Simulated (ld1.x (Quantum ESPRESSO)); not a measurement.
**Ranking TM semilocal potentials for vanadium (V)**

All share these settings but for the change named:

ld1.x (Quantum ESPRESSO) 7.5 input, shortened:

```
&input
   title='V', zed=23., rel=1, dft='PW91', iswitch=3,
   config='[Ar] 3d3 4s0 4p0'
 /
 &inputp
   pseudotype=1, tm=.true., lloc=2,
   nlcc=.false.
 /
3
4S  1  0   0.00   0.00  2.10  2.10  0.0
4P  2  1   0.00   0.00  2.90  2.90  0.0
3D  3  2   3.00   0.00  1.85  1.85  0.0
 &test
   configts(1)='3d3 4s0 4p0'
 /
```

Test errors are all-electron minus pseudo excitation energies from the reference, over 3d3 4s2 4p0; 3d3 4s1 4p0; 3d2 4s0 4p0; 3d3 4s1 4p1; 3d2 4s2 4p1; 3d2 4s2 4p0; 3d4 4s0 4p0. None of these files shows a bound ghost.

The base gives 475.4 meV.

Of 9 variants that were run, those that failed, showed a ghost or another fault, or gave nearly equal values are left out.

(1) Rank these variants by their largest absolute test error, smallest first.
A. core correction a·sin(br)/r model core inside 1.48 bohr
B. core correction a·sin(br)/r model core inside 2.08 bohr
C. core correction a·sin(br)/r model core inside 1.10 bohr
D. core correction a·sin(br)/r model core inside 1.72 bohr

Results:

(1) B (207.0 meV), D (302.4 meV), A (362.4 meV), C (412.8 meV).
